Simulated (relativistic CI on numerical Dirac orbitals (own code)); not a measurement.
# Electric-dipole transitions in Tl60+

These numbers are calculated, not measured: Dirac-Coulomb-Breit CI, KLI orbitals optimised for each configuration, model QED, unscaled Slater integrals (own radial code, finite nucleus).

Configurations in the expansion (outside the closed core [Ne]): 3s2.3p6.3d3, 3s2.3p5.3d4, 3s.3p6.3d4, 3s2.3p6.3d2.4s, 3s2.3p6.3d2.4p, 3s2.3p6.3d2.4d, 3s2.3p5.3d3.4s, 3s2.3p6.3d2.4f, 3s2.3p5.3d3.4p, 3s.3p6.3d3.4s, 3p6.3d4.4p, 3p6.3d5, 3p5.3d6, 3p5.3d5.4s, 3p6.3d4.4s, 3p5.3d4.4s2, 3s2.3p6.3d.4s2, 3s2.3p6.4s2.4p, 3s2.3p6.4s2.4d. Double excitations out of closed p, d and f shells are left out; levels of such configurations are missing from the list, as are those of other unlisted configurations, and high levels can miss mixing partners. These lack a partner that the ground configuration has and come out too high: 3s2.3p5.3d3.4p.

```
λ vac (Å)                     Lower                       Upper   A (s⁻¹)        gf  Branching (%)
   13.640    3s2.3p6.3d3 2G_7/2 [5]   3s2.3p5.3d4 2D°_5/2 [145]  6.22e+12  1.04e+00           41.6
   13.740    3s2.3p6.3d3 2H_9/2 [4]   3s2.3p5.3d4 2F°_7/2 [144]  9.68e+12  2.19e+00           66.0
   13.825    3s2.3p6.3d3 4F_7/2 [8]   3s2.3p5.3d4 2F°_5/2 [160]  6.71e+12  1.15e+00           63.7
   13.866  3s2.3p6.3d3 2H_11/2 [12]   3s2.3p5.3d4 2G°_9/2 [166]  8.41e+12  2.42e+00           96.8
   13.974   3s2.3p6.3d3 2F_7/2 [14]   3s2.3p5.3d4 2F°_7/2 [168]  6.87e+12  1.61e+00           66.5
   13.996    3s2.3p6.3d3 4F_3/2 [1]   3s2.3p5.3d4 4D°_1/2 [137]  1.29e+13  7.59e-01           99.7
   14.024  3s2.3p6.3d3 2H_11/2 [12]  3s2.3p5.3d4 2H°_11/2 [162]  8.98e+12  3.18e+00           78.4
   14.104    3s2.3p6.3d3 2D_5/2 [7]   3s2.3p5.3d4 2D°_5/2 [145]  6.65e+12  1.19e+00           44.4
   14.131   3s2.3p6.3d3 2G_9/2 [18]  3s2.3p5.3d4 2H°_11/2 [188]  6.26e+12  2.25e+00           99.5
   14.373    3s2.3p6.3d3 2H_9/2 [4]   3s2.3p5.3d4 2H°_9/2 [140]  5.01e+12  1.55e+00           84.5
   24.976    3s2.3p6.3d3 4F_5/2 [2]    3s2.3p5.3d4 4F°_5/2 [73]  1.52e+12  8.52e-01           74.6
   24.977  3s2.3p6.3d3 2H_11/2 [12]   3s2.3p5.3d4 2G°_9/2 [121]  2.16e+12  2.02e+00           93.7
   25.074    3s2.3p6.3d3 4F_3/2 [1]    3s2.3p5.3d4 2D°_3/2 [35]  2.35e+12  8.85e-01           99.5
   25.315    3s2.3p6.3d3 2H_9/2 [4]    3s2.3p5.3d4 2H°_9/2 [76]  2.04e+12  1.96e+00           85.3
   25.328    3s2.3p6.3d3 2G_7/2 [5]    3s2.3p5.3d4 2F°_5/2 [77]  1.60e+12  9.25e-01           77.1
   25.379    3s2.3p6.3d3 2D_5/2 [7]    3s2.3p5.3d4 2D°_5/2 [83]  1.97e+12  1.14e+00           80.6
   25.420    3s2.3p6.3d3 2G_7/2 [5]    3s2.3p5.3d4 2G°_7/2 [74]  1.84e+12  1.43e+00           81.2
   25.553    3s2.3p6.3d3 4F_3/2 [1]    3s2.3p5.3d4 2F°_5/2 [34]  1.98e+12  1.16e+00           99.2
   25.732    3s2.3p6.3d3 4F_9/2 [9]   3s2.3p5.3d4 2H°_9/2 [109]  1.62e+12  1.60e+00           86.5
   25.963  3s2.3p6.3d3 2H_11/2 [12]  3s2.3p5.3d4 2H°_11/2 [113]  1.56e+12  1.89e+00           90.0
```

Terms are leading LS components. Brackets give the number of a level in order of energy, since labels repeat. The list gives strong lines, with weight on those to low levels, without lines whose two gauges differ by over a factor of 2.5, among the lowest 200 of 2434 levels, so that lines to higher ones, which can be the strongest, are missing. Levels whose partners in the same complex of configurations lie outside the list can be far off, and so can their lines. Rates are taken at the computed energies, electric ones in the length gauge.

At this charge energies of transitions that change n are usually good to better than 1 %, and those within a shell (Δn = 0) to a few per cent.

LS names give the leading component of a level, which can be under half, so a name can repeat, a term be missing and a line seem to break the LS rules.
